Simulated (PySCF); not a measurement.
## Fe(2+) (iron, charge +2): UHF calculation

Configuration: [Ar] 3d6, high-spin 5D determinant. Computed with PySCF 2.14 in pcseg-2 (6s4p3d2f1g, 56 functions), with no relativity, point nucleus.

- Total energy: -1261.640335 hartree
- One-electron energy: -1728.1697 hartree
- Hartree (Coulomb) energy: 520.6722 hartree
- Exchange energy: -54.1429 hartree
- Kinetic energy: 1263.24308 hartree
- ⟨S²⟩: 6.0041
- ⟨L²⟩: 6.015
- Sum of ⟨r⟩: 15.19 bohr
- Sum of ⟨r²⟩: 15.87 bohr²
- Traceless quadrupole moment −½Σ⟨3z² − r²⟩ along its main axis: 0.457 e·bohr²
- Density at the nucleus (Gaussians lack the cusp): 11800 bohr⁻³
- Spin density at the nucleus: 0.00967 bohr⁻³
- Langevin diamagnetic susceptibility: -12.6 ×10⁻⁶ cm³/mol
- Time after the integrals: 0.31 s of wall time on 1 thread of Neoverse-V1 (shared host)

| shell | electrons | mean orbital energy (hartree) | spread (hartree) | rms radius, mean of both spins (bohr) |
| --- | --- | --- | --- | --- |
| 1s α | 1 | -261.96404 | 0 | 0.0685 |
| 1s β | 1 | -261.96119 | 0 | 0.0685 |
| 2s α | 1 | -32.60293 | 0 | 0.292 |
| 2s β | 1 | -32.47220 | 0 | 0.292 |
| 2p α | 3 | -28.08685 | 0.03578 | 0.262 |
| 2p β | 3 | -27.95747 | 0.00036 | 0.262 |
| 3s α | 1 | -4.99907 | 0 | 0.882 |
| 3s β | 1 | -4.64511 | 0 | 0.882 |
| 3p α | 3 | -3.61904 | 0.07577 | 0.940 |
| 3p β | 3 | -3.19066 | 0.05430 | 0.940 |
| 3d α | 5 | -1.35152 | 0.08898 | 1.18 |
| 3d β | 1 | -1.14678 | 0 | 1.18 |
